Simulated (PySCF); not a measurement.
C2H7Si, SMILES C[SiH]C, multiplicity 2.

Coordinates come from a PBE0-D3(BJ)/def2-SVP optimisation. The isomer is the one that the SMILES or the coordinates give; other isomers of the formula were not compared.

Level of theory: PBE0-D3(BJ)/def2-SVP in PySCF 2.14.0.

Frequencies are harmonic and unscaled.

Computed normal modes with their intensities:
| mode | ν (cm⁻¹) | IR (km/mol) | moving atoms (share of kinetic energy) |
|---|---|---|---|
| 1 | 142 | 0.0 | H 98 % |
| 2 | 155 | 0.0 | H 89 % |
| 3 | 201 | 0.3 | C 41 %, H 37 %, Si 22 % |
| 4 | 497 | 6.7 | H 96 % |
| 5 | 603 | 5.4 | H 95 % |
| 6 | 649 | 5.1 | C 59 %, H 22 %, Si 19 % |
| 7 | 680 | 2.1 | H 77 %, C 20 % |
| 8 | 737 | 27.1 | C 39 %, Si 33 %, H 28 % |
| 9 | 852 | 69.3 | H 68 %, C 21 %, Si 11 % |
| 10 | 861 | 50.2 | H 71 %, C 20 %, Si 8 % |
| 11 | 893 | 105.7 | H 80 %, C 12 % |
| 12 | 1249 | 20.7 | H 79 %, C 21 % |
| 13 | 1256 | 7.2 | H 80 %, C 20 % |
| 14 | 1419 | 0.9 | H 96 % |
| 15 | 1422 | 5.7 | H 95 % |
| 16 | 1428 | 6.6 | H 96 % |
| 17 | 1434 | 11.6 | H 96 % |
| 18 | 2179 | 143.9 | H 97 % |
| 19 | 3046 | 4.2 | H 97 % |
| 20 | 3046 | 4.6 | H 97 % |
| 21 | 3145 | 4.3 | H 91 %, C 9 % |
| 22 | 3145 | 0.5 | H 91 %, C 9 % |
| 23 | 3169 | 3.0 | H 91 %, C 9 % |
| 24 | 3169 | 1.2 | H 91 %, C 9 % |
